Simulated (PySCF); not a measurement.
## A small calculation by hand: oscillator strength and radiative lifetime

GeOF₂, SMILES [O]=[Ge]([F])[F].

Geometry optimised at B3LYP-D3(BJ)/def2-SVP.

TDDFT-LC-ωPBE/def2-SVPD in PySCF puts the first singlet state with f over 0.02 at 4.83 eV (vertical), with the transition dipole (0.000, -0.432, 0.000) in atomic units.

Task: Find the oscillator strength, the wavelength and the radiative lifetime that this transition would have in vacuum if emission retraced absorption.

Result: 
|μ|² = 0.1866 au, so |μ| = 1.10 D. ΔE = 4.83/27.211 = 0.1775 hartree. f = (2/3) ΔE |μ|² = 0.022 (the program prints 0.022).
λ = 1239.84/4.83 = 257 nm; ν = 38957 cm⁻¹.
Einstein's coefficient A = 0.6670 ν² f s⁻¹ (ν in cm⁻¹) = 2.2e7 s⁻¹, so τ = 1/A = 45 ns. This state is S1. The figure is the radiative limit of this one transition; relaxation, internal conversion, crossing to triplets and a medium change what is measured.
